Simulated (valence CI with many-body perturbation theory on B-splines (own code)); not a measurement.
Energy levels of Tc³⁷⁺

Calculated by configuration interaction combined with many-body perturbation theory (CI+MBPT): four valence electrons over a frozen Dirac-Fock core [He], a basis of 11 s, 11 p, 9 d, 7 f, 5 g, 2 h, 1 i functions for each j, with the one-electron correlation potential Σ1, the two-electron term Σ2, the three-electron term Σ3, Breit, model QED; selected CI, second order for the rest (own B-spline code, finite nucleus).

No measured spectrum was set against this ion. As an estimate, large intervals hold to a few tenths of a per cent, small ones and those within an open d or f shell to about a per cent. Among the levels kept, up to 290 cm⁻¹ of a level comes from second order outside the variational space, and about a tenth of that is noise between levels of different J, which matters for small intervals.

Levels 91 to 109 of 109, with energies above the lowest level, (2s^2 2p1/2^2) J=0. "Leading %" is the weight of the configuration and term that name the level; weights of strongly mixed levels are sums over their largest components and can fall short. In the jj column 3d3/2^4 stands for four electrons in 3d with j = 3/2.

```csv
No.,Configuration,Term,J,E (eV),Leading %,g,Leading jj,Second component
91,2s 2p2 3s,3D,3,3381.7,30,1.363,2s 2p3/2^2 3s (53 %),25 % 2s 2p2 3s 5P
92,2s 2p2 3d,5F,5,3384.6,57,1.307,2s 2p1/2 2p3/2 3d5/2 (94 %),42 % 2s 2p2 3d 3G
93,2s 2p2 3d,3D,1,3384.8,36,1.022,2s 2p1/2 2p3/2 3d5/2 (92 %),30 % 2s 2p2 3d 3P
94,2s 2p2 3p,3P°,1,3386.4,41,1.323,2s 2p1/2 2p3/2 3p3/2 (93 %),23 % 2s 2p2 3p 3S°
95,2s 2p2 3p,3P°,0,3386.5,85,,2s 2p1/2 2p3/2 3p3/2 (98 %),14 % 2s 2p2 3p 1S°
96,2s 2p2 3p,3D°,2,3387.2,41,1.145,2s 2p1/2 2p3/2 3p3/2 (91 %),24 % 2s 2p2 3p 1D°
97,2s 2p2 3d,5P,2,3387.4,36,1.488,2s 2p1/2 2p3/2 3d3/2 (88 %),21 % 2s 2p2 3d 3D
98,2s 2p2 3d,5D,3,3387.6,34,1.299,2s 2p1/2 2p3/2 3d3/2 (59 %),28 % 2s 2p2 3d 3D
99,2s 2p2 3d,5P,1,3389.9,52,2.056,2s 2p1/2 2p3/2 3d3/2 (89 %),19 % 2s 2p2 3d 3P
100,2s 2p2 3p,3P°,1,3391.9,57,1.267,2s 2p1/2 2p3/2 3p3/2 (90 %),17 % 2s 2p2 3p 1P°
101,2s 2p2 3s,3P,2,3392.8,41,1.273,2s 2p3/2^2 3s (91 %),28 % 2s 2p2 3s 1D
102,2s 2p2 3d,3P,2,3401.0,32,1.114,2s 2p1/2 2p3/2 3d5/2 (73 %),21 % 2s 2p2 3d 3F
103,2s 2p2 3d,3D,3,3402.8,58,1.254,2s 2p1/2 2p3/2 3d5/2 (78 %),21 % 2s 2p2 3d 1F
104,2s 2p2 3d,3F,4,3406.3,53,1.191,2s 2p1/2 2p3/2 3d5/2 (73 %),27 % 2s 2p2 3d 1G
105,2s 2p2 3d,3D,1,3408.2,56,0.848,2s 2p1/2 2p3/2 3d5/2 (88 %),19 % 2s 2p2 3d 3P
106,2s 2p2 3d,3P,0,3410.7,74,,2s 2p1/2 2p3/2 3d5/2 (90 %),20 % 2s 2p2 3d 1S
107,2s 2p2 3d,3G,3,3418.3,58,0.878,2s 2p1/2 2p3/2 3d3/2 (97 %),20 % 2s 2p2 3d 1F
108,2s 2p2 3d,3F,2,3423.4,51,0.868,2s 2p1/2 2p3/2 3d3/2 (78 %),26 % 2s 2p2 3d 1D
109,2s 2p2 3d,3D,1,3426.8,51,0.754,2s 2p1/2 2p3/2 3d3/2 (84 %),23 % 2s 2p2 3d 1P
```
